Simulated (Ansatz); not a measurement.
# What each rung costs, and what it gives

Saddle point of CH$_{7}$GeO, doublet (CH₃O ([CH3][O]) + GeH₄ → CH₄O ([CH3][OH]) + GeH₃; bonds formed: H1–O3; bonds broken: H1–Ge2), PBE0-D4/def2-TZVP structure:

```
10
angstrom
H 0.3994 -0.5177 -0.3980
Ge 1.8688 0.0449 -0.1614
O -1.0952 -0.9503 -0.4525
C -1.8470 0.0071 0.1865
H 1.9018 0.7842 1.1856
H 2.8587 -1.1279 -0.1381
H 2.2289 1.0176 -1.2944
H -1.8186 0.9886 -0.3054
H -1.6103 0.1080 1.2541
H -2.8867 -0.3542 0.1236
```

Barriers are electronic and count from the start structure reached by relaxing down the imaginary mode. Spin–orbit coupling is left out.

Program: Ansatz 0.2.0. Basis: as named in each row. Cores are frozen in the correlated methods; orbitals are unrestricted. Filled d shells of the heavier atoms are correlated. The def2 sets are not built for correlating such inner shells, so the correlated values are less sure here. B3LYP uses VWN-RPA correlation. Extrapolation: Hartree–Fock as exp(−7.88 √X), correlation as X^−2.97.

Times are rough, for one single point on 8 threads of a shared host (Intel Xeon).

The estimate by CCSD(T) at an estimated basis limit (MP2 extrapolated from triple and quadruple zeta, plus CCSD(T) − MP2 in triple zeta) is 23.0 kJ/mol.

```csv
method,basis,time (s),barrier (kJ/mol),method less estimate
HF,STO-3G,under 1,50.6,27.6
SPW92,def2-SVP,1,-20.4,-43.4
PBE-D4,STO-3G,1,-7.8,-30.8
B3LYP-D4,6-31G,2,10.9,-12.1
PBE-D4,def2-SVP,2,1.1,-21.9
SPW92,def2-TZVPP,3,-25.9,-48.9
PBE0-D4,def2-SVP,3,18.0,-5.1
PBE-D4,def2-TZVPP,5,-4.3,-27.3
BLYP-D4,def2-TZVPP,5,-0.5,-23.5
B3LYP-D4,def2-TZVPP,6,11.9,-11.1
PBE0-D4,def2-TZVPP,7,12.8,-10.2
r2SCAN-D4,def2-TZVPP,8,9.1,-14.0
wB97M-V,def2-SVP,8,28.1,5.0
PBE-QIDH,def2-TZVPP,10,24.3,1.3
BHLYP-D4,def2-TZVPP,10,29.7,6.7
B2PLYP,def2-TZVPP,10,18.9,-4.2
RPA on PBE,def2-TZVPP,10,30.4,7.4
B97M-V,def2-TZVPP,12,17.6,-5.5
CAM-B3LYP-D4,def2-TZVPP,12,18.2,-4.8
CCSD(T),def2-SVP,13,39.0,15.9
r2SCAN0-D4,def2-TZVPP,13,20.5,-2.5
wB97X-V,def2-TZVPP,21,24.1,1.1
wB97M-V,def2-TZVPP,23,23.9,0.9
MP2,def2-QZVPP,43,26.4,3.4
CCSD(T),def2-TZVPP,200,25.4,2.4
```

All methods are single points on the PBE0-D4 structures; a negative value means that the method puts the saddle structure below the start.

The T1 diagnostic stays at or below 0.019. ⟨S²⟩ of the unrestricted Hartree–Fock references: 0.75 to 0.77 (a pure state has 0.75).

Radical steps of this kind take place in plasma deposition and etching.

Labels in which every atom is bracketed show which atoms are joined, not bond orders.
